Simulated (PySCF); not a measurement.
# Spin-rotation constants: `C[C@@H]1C[P@H+]1C1CCC1`, [C₇H₁₄P]+, charge +1

Molfile (atoms numbered from 1):
```
C7H14P
     RDKit          3D

 22 23  0  0  0  0  0  0  0  0999 V2000
   -3.3395   -0.7056   -0.2766 C   0  0  0  0  0  0  0  0  0  0  0  0
   -2.0947   -0.5664    0.5549 C   0  0  2  0  0  0  0  0  0  0  0  0
   -1.6796    0.8197    1.0599 C   0  0  0  0  0  0  0  0  0  0  0  0
   -0.5870    0.1311   -0.1958 P   0  0  1  0  0  0  0  0  0  0  0  0
    1.1584   -0.1947    0.2420 C   0  0  0  0  0  0  0  0  0  0  0  0
    2.0364   -0.8538   -0.8384 C   0  0  0  0  0  0  0  0  0  0  0  0
    3.1053    0.2197   -0.5777 C   0  0  0  0  0  0  0  0  0  0  0  0
    2.0831    1.0401    0.2242 C   0  0  0  0  0  0  0  0  0  0  0  0
   -3.3493   -1.6481   -0.8190 H   0  0  0  0  0  0  0  0  0  0  0  0
   -3.4389    0.1136   -0.9866 H   0  0  0  0  0  0  0  0  0  0  0  0
   -4.2075   -0.6878    0.3810 H   0  0  0  0  0  0  0  0  0  0  0  0
   -1.9111   -1.3936    1.2356 H   0  0  0  0  0  0  0  0  0  0  0  0
   -2.3167    1.6512    0.7836 H   0  0  0  0  0  0  0  0  0  0  0  0
   -1.3006    0.8882    2.0728 H   0  0  0  0  0  0  0  0  0  0  0  0
   -0.7818    0.7672   -1.3999 H   0  0  0  0  0  0  0  0  0  0  0  0
    1.1591   -0.7309    1.1951 H   0  0  0  0  0  0  0  0  0  0  0  0
    2.3239   -1.8844   -0.6482 H   0  0  0  0  0  0  0  0  0  0  0  0
    1.6123   -0.7844   -1.8395 H   0  0  0  0  0  0  0  0  0  0  0  0
    3.9237   -0.1432    0.0376 H   0  0  0  0  0  0  0  0  0  0  0  0
    3.5134    0.7044   -1.4593 H   0  0  0  0  0  0  0  0  0  0  0  0
    2.4038    1.4010    1.1977 H   0  0  0  0  0  0  0  0  0  0  0  0
    1.6770    1.8760   -0.3449 H   0  0  0  0  0  0  0  0  0  0  0  0
  1  2  1  0
  2  3  1  0
  3  4  1  0
  4  5  1  0
  5  6  1  0
  6  7  1  0
  7  8  1  0
  4  2  1  0
  8  5  1  0
  1  9  1  0
  1 10  1  0
  1 11  1  0
  2 12  1  1
  3 13  1  0
  3 14  1  0
  4 15  1  6
  5 16  1  0
  6 17  1  0
  6 18  1  0
  7 19  1  0
  7 20  1  0
  8 21  1  0
  8 22  1  0
M  CHG  1   4   1
M  END
```

Computed, not measured: GIAO B3LYP/STO-3G magnetisability, rotational g tensor and spin-rotation constants, non-relativistic, gas phase in PySCF. Geometry: GFN2-xTB.

For an ion the centre-of-mass motion in the field is neglected.

**Question.** Give the nuclear spin-rotation constants along the inertial axes (H = +C I·J) beside the isotropic shieldings.

**Answer.** Rotational constants 4.8853, 0.8441, 0.7763 GHz. A star marks the isotopologue with that one atom substituted, in its own axes.
```
atom  isotope  Caa (kHz)  Cbb (kHz)  Ccc (kHz)  mean (kHz)  σ (ppm)
  P4      31P      3.079      0.640      0.162       1.294    724.9
  H9       1H     -0.580     -0.002     -0.098      -0.227     30.9
 H10       1H     -0.598     -0.109     -0.012      -0.240     31.9
 H11       1H     -0.138     -0.091     -0.085      -0.104     30.7
 H12       1H     -0.596     -0.104     -0.003      -0.234     29.9
 H13       1H     -0.473     -0.081     -0.054      -0.203     30.6
 H14       1H     -0.599     -0.059     -0.054      -0.237     30.6
 H15       1H     -0.700     -0.115     -0.009      -0.275     31.0
 H16       1H     -0.598     -0.110     -0.001      -0.236     30.4
 H17       1H     -0.563     -0.061     -0.041      -0.222     30.7
 H18       1H     -0.551     -0.077     -0.035      -0.221     31.1
 H19       1H     -0.270     -0.106     -0.040      -0.139     30.6
 H20       1H     -0.417     -0.104     -0.023      -0.181     30.9
 H21       1H     -0.549     -0.031     -0.070      -0.217     30.6
 H22       1H     -0.554     -0.103     -0.010      -0.223     31.0
  C1     13C*      0.306      0.059      0.050       0.138    211.5
  C2     13C*      0.412      0.082      0.060       0.185    197.3
  C3     13C*      0.200      0.093      0.023       0.105    214.7
  C5     13C*      0.494      0.059      0.075       0.209    196.1
  C6     13C*      0.269      0.083      0.072       0.142    200.9
  C7     13C*      0.468      0.041      0.067       0.192    204.9
  C8     13C*      0.268      0.084      0.076       0.142    199.9
```
For the geometry as given, no vibrational averaging.
